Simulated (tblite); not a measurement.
C4H12N2P2.
Geometry (GFN2-xTB, Å), atoms numbered from 1 in this order:
```xyz
20
C4H12N2P2 angstrom
C     -2.478   -0.364    0.592
N     -1.066   -0.603    0.402
C     -0.674   -0.944   -0.953
C      0.839   -1.058   -0.875
N      1.258    0.076   -0.069
C      2.621    0.006    0.411
P      0.019    0.571    1.018
P     -0.556    2.385   -0.130
H     -2.848    0.465   -0.031
H     -2.654   -0.120    1.639
H     -3.035   -1.268    0.340
H     -1.145   -1.885   -1.251
H     -0.957   -0.155   -1.668
H      1.308   -1.000   -1.862
H      1.125   -2.009   -0.404
H      2.838   -0.932    0.936
H      2.802    0.838    1.091
H      3.304    0.094   -0.437
H      0.596    3.021    0.313
H     -1.301    2.889    0.933
```

All values are computed: GFN2-xTB (tblite) harmonic vibrations without scaling, gas phase. Against measured fundamentals such values can be off by several per cent, at times by over 20. Modes of hydrogen on phosphorus can be 10 to 20 % off. One conformer, not necessarily the lowest.

Harmonic wavenumbers (cm⁻¹): 68.3, 110.6, 136.8, 153.2, 182.3, 194.5, 225.5, 245.1, 281.6, 332.7, 359.6, 436.2, 457.8, 568.5, 652.0, 668.1, 691.9, 734.6, 865.6, 951.9, 1008.4, 1060.3, 1065.5, 1097.1, 1116.7, 1129.4, 1140.9, 1154.4, 1176.1, 1207.8, 1209.8, 1227.2, 1303.6, 1332.9, 1409.8, 1415.6, 1467.5, 1474.6, 1476.0, 1484.6, 1487.2, 1497.8, 2262.0, 2333.5, 2835.5, 2859.3, 2864.8, 2895.8, 2943.3, 2956.6, 2966.1, 2983.2, 3010.9, 3014.5.

A = 1740, B = 1436, C = 998.5 MHz; mass 150.048 u (most abundant isotopes); point group C1, symmetry number 1.

Question: Zero-point energy?

Answer: Half the sum of the wavenumbers: 35093 cm⁻¹ = 100.33 kcal/mol.

Question: Entropy at 350 K, 1 bar (ideal gas, RRHO, classical rotation)?

Answer: Translation 41.75, rotation 29.72, vibration 35.10: S = 106.6 cal/(mol K).

Question: And Cp and H(350 K) − H(0)?

Answer: Cp = 45.33 cal/(mol K), of which vibrations give 37.38 (their classical limit is 54 R = 107.3); H(350 K) − H(0) = 9.48 kcal/mol without the zero-point energy, 6.70 from vibrations.

Question: Blend soft modes into free rotors: weight 1/[1 + (100 cm⁻¹/ν̃)⁴] for the oscillator and the rest for a rotor with moment μB/(μ + B), μ = h/(8π²ν), B = 10⁻⁴⁴ kg m². What vibrational entropy results?

Answer: 33.75 cal/(mol K) in place of 35.10, which changes −T·S at 350 K by +0.47 kcal/mol.

Question: What must be added to the electronic energy to get the Gibbs energy at 350 K and 1 bar?

Answer: ZPE + [H(350 K) − H(0)] − T·S = 100.33 + 9.48 − 37.30 = 72.51 kcal/mol.

Question: Which modes carry the vibrational entropy at 350 K?

Answer: 68.3 cm⁻¹: 4.52; 110.6 cm⁻¹: 3.57; 136.8 cm⁻¹: 3.16; 153.2 cm⁻¹: 2.94; 182.3 cm⁻¹: 2.61; 194.5 cm⁻¹: 2.48 cal/(mol K); the other 48 give 15.83 together.

Hindered rotation and anharmonicity are outside this model. Other conformers, if any are populated, would add a mixing term that is left out. The structure is chiral; the term R ln 2 for an equal mix with its mirror image is left out.

The run took 0.69 s of wall time on Arm Neoverse V2, one thread, on a shared host. The figure is for the frequency step alone.
